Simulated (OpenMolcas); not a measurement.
# Cr5+: input and output

Input:

```
&GATEWAY
Coord
1

Cr 0.0 0.0 0.0
Basis=ANO-R2
Group=XYZ
NoMove
AngMom=0.0 0.0 0.0
AMFI
&SEWARD
&RASSCF
FileOrb=start.orb
Symmetry=1
Spin=2
nActEl=1 0 0
Inactive=3 6
Ras2=5 0
CIRoot=5 5 1
SDav=5
CIMx=300
Iter=120 100
PrWF=0.3
OrbListing=Nothing
MaxOrb=0
Atom
>>> COPY $Project.JobIph JOB001
&RASSI
NrOfJobIphs=1 5
1 2 3 4 5
IphNames
JOB001
EJob
SpinOrbit
DIPRint=1.0
SOCoupling=1000.0
Subsets=2
MEES
Property=10
'ANGMOM' 1 'ANGMOM' 2 'ANGMOM' 3 'MLTPL  1' 1 'MLTPL  1' 2 'MLTPL  1' 3
'AMFI' 1 'AMFI' 2 'AMFI' 3 'MLTPL  2' 6
SOProperty=3
'ANGMOM' 1 'ANGMOM' 2 'ANGMOM' 3
```

A driver script runs the steps one by one and writes start.orb anew before each from the orbitals found so far.

Output, cut to the results:

```
--- SEWARD ---
Basis set label: CR.ANO-R...6S4P4D2F.

      Electronic valence basis set:
      ------------------
      Associated Effective Charge  24.000000 au
      Associated Actual Charge     24.000000 au
      Nuclear Model: Finite nucleus - Gaussian distribution
        Gaussian exponent, Xi/bohr**(-2):  3.08426E+08

      Shell  nPrim  nBasis  Cartesian Spherical Contaminant
         s      20       6        X
         p      12       4        X
         d       9       4                 X
         f       5       2                 X
                  Relativistic X2C integrals
                  Atomic mean-field integrals
--- RASSCF ---
Wave function specifications:
      -----------------------------

      Number of closed shell electrons          18
      Number of electrons in active shells       1
      Max number of holes in RAS1 space          0
      Max nr of electrons in RAS3 space          0
      Number of inactive orbitals                9
      Number of active orbitals                  5
      Number of secondary orbitals              38
      Spin quantum number                      0.5
      State symmetry                             1
Orbital specifications:
      -----------------------

      Symmetry species                           1   2
                                                ag  au
      Frozen orbitals                            0   0
      Inactive orbitals                          3   6
      Active orbitals                            5   0
      RAS1 orbitals                              0   0
      RAS2 orbitals                              5   0
      RAS3 orbitals                              0   0
      Secondary orbitals                        18  20
      Deleted orbitals                           0   0
      Number of basis functions                 26  26
      Number of CSFs                             5
      Number of root(s) required                 5
      Iter CI   SX   CI       RASSCF       Energy    max ROT     max BLB   max BLB  Level Ln srch  Step   QN
          iter iter root      energy       change     param      element    value   shift minimum  type update
 Nr of preliminary CI iterations:   1
      Total energies have been shifted. Add                -1000.00 au
        1   1    7    0   -42.89815329    0.00E+00  -2.49E-01*   4  10 2 -8.33E-01*  0.00   0.00    SX    NO
        2   1    6    0   -43.47904129   -5.81E-01*  1.20E-02    5  11 2  9.26E-02*  0.00   0.00    SX    NO
        3   1    6    0   -43.48267790   -3.64E-03*  4.99E-03    6  12 2 -7.43E-03*  0.00   0.00    SX    NO
        4   1    5    0   -43.48277588   -9.80E-05*  1.85E-03    6  12 2  2.46E-03*  0.00   0.00    SX    NO
        5   1    5    0   -43.48278226   -6.38E-06* -5.19E-04    5  11 2 -4.97E-04*  0.00   0.76    QN   YES
        6   1    4    0   -43.48278301   -7.55E-07* -2.12E-05    6  12 2 -3.68E-05   0.00   0.99    QN   YES
        7   1    4    0   -43.48278301   -1.76E-09   4.09E-06    4  10 2  1.12E-05   0.00   0.82    QN   YES
      Convergence after  7 iterations
        8   1    4    0   -43.48278302   -9.91E-11   4.09E-06    3   9 1  2.44E-07   0.00   0.82    QN   YES
      Natural orbitals and occupation numbers for root  1
      sym 1:   0.000000   0.000000   0.000000   1.000000   0.000000
      Natural orbitals and occupation numbers for root  2
      sym 1:   1.000000  -0.000000   0.000000   0.000000   0.000000
      Natural orbitals and occupation numbers for root  3
      sym 1:  -0.000000   1.000000   0.000000   0.000000   0.000000
::    RASSCF root number  1 Total energy:  -1043.48278302
::    RASSCF root number  2 Total energy:  -1043.48278302
::    RASSCF root number  3 Total energy:  -1043.48278302
::    RASSCF root number  4 Total energy:  -1043.48278302
::    RASSCF root number  5 Total energy:  -1043.48278302

--- RASSI ---
SPIN-FREE ENERGIES:
  (Shifted by EMIN (a.u.) =      -1043.4827830150)

 SF State       Relative EMIN(au)   Rel lowest level(eV)    D:o, cm**(-1)      L_eff

     1             0.0000000000        0.0000000000              0.0000         2.0
     2             0.0000000000        0.0000000000              0.0000         2.0
     3             0.0000000000        0.0000000000              0.0000         2.0
     4             0.0000000000        0.0000000000              0.0000         2.0
     5             0.0000000000        0.0000000000              0.0000         2.0
     Dipole printing threshold changed to   1.00000000E+00
Eigenvalues of complex Hamiltonian:
   -----------------------------------
  (Shifted by EMIN (a.u.) =      -1043.4827830150)

 SO State       Relative EMIN(au)   Rel lowest level(eV)    D:o, cm**(-1)     J-value

     1            -0.0025436927        0.0000000000              0.0000         1.3
     2            -0.0025436927        0.0000000000              0.0000         1.2
     3            -0.0025436927        0.0000000000              0.0000         1.1
     4            -0.0025436927        0.0000000000              0.0000         1.0
     5             0.0016957952        0.1153623424            930.4600         1.4
     6             0.0016957952        0.1153623424            930.4600         1.3
     7             0.0016957952        0.1153623424            930.4600         2.4
     8             0.0016957952        0.1153623424            930.4600         2.4
     9             0.0016957952        0.1153623424            930.4600         2.1
    10             0.0016957952        0.1153623424            930.4600         2.0
Weights of the five most important spin-orbit-free states for each spin-orbit state.

 SO State  Total energy (au)           Spin-free states, spin, and weights
 -------------------------------------------------------------------------------------------------------
...
```

The J values that RASSI prints are effective ones from its own formula and need not be integers or half-integers; the table below assigns J from the states.

Levels above the lowest, from the spin-orbit matrix, grouped by J:

```tsv
Configuration	Term	J	E (cm⁻¹)	Measured (cm⁻¹)	g	Term weight %
3d	²D	3/2	0.0	0.0	0.800	100
3d	²D	5/2	930	940	1.200	100
```

Against the measured value (Sugar and Corliss, J. Phys. Chem. Ref. Data 6, 317 (1977)): 3d ²D_5/2: computed 930, measured 940 cm⁻¹ (-1.0 %).

With one active electron the reference holds no correlation, so core polarisation is missing. Computed and measured levels are paired by configuration, term and J; levels that our copy of the source lacks, or whose pairing is in doubt (as where it misses far off the trend of its configuration), stay unpaired and out of the deviations. Levels of configurations outside the active space are missing.

The term weight is that of the spin-free term in the level, not the purity of its configuration.
